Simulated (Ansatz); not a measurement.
Reactions of `[CH3][GaH][SiH3]`.

Computed with Ansatz on PBE0-D4/def2-TZVP structures; ΔE is electronic, products minus reactants. CBS: MP2 limit from def2 TZ/QZ plus the TZ coupled-cluster correction, frozen cores. This one scheme is used for every species, atoms too. No spin–orbit coupling; open shells (•) take unrestricted orbitals. Spin–orbit coupling would lower the free atoms: a little for C, Si; clearly for Ga. Bonds to Br, Ga are less sure, by a few kJ/mol each and by 10 to 20 or more in all where they break to atoms, as the def2 sets lack core-valence functions. Scalar relativity is left out up to krypton. One conformer a species, not always the lowest.

(1) Order these by ΔE at CCSD(T)/CBS, lowest first. (Best estimate.)
A. `[CH3][GaH][SiH3]` → `C[SiH2][GaH2]`
B. `[CH3][GaH][SiH3]` + `BS` → `B[S][GaH][SiH3]` + CH₄
C. `[CH3][GaH][SiH3]` + `C=NCO` → `C=NCO[SiH3]` + `[CH3][GaH2]`
D. `[CH3][GaH][SiH3]` + `C=N` → `C=[N][GaH][CH3]` + SiH₄
E. `[CH3][GaH][SiH3]` + `C[Si](O)(O)Br` → `C[Si](O)(Br)O[SiH3]` + `[CH3][GaH2]`
F. `[CH3][GaH][SiH3]` → `[CH3][Ga][SiH3]`• + H•
G. `[CH3][GaH][SiH3]` → C• + Ga• + 7 H• + Si•
H. `[CH3][GaH][SiH3]` + H₂ → `[SiH3][GaH2]` + CH₄

Largest T1 diagnostic: 0.015, for `C=[N][GaH][CH3]`.

Results:

(1) B (-1.14 eV), E (-0.89 eV), C (-0.72 eV), H (-0.31 eV), D (-0.17 eV), A (+0.01 eV), F (+3.66 eV), G (+31.16 eV).
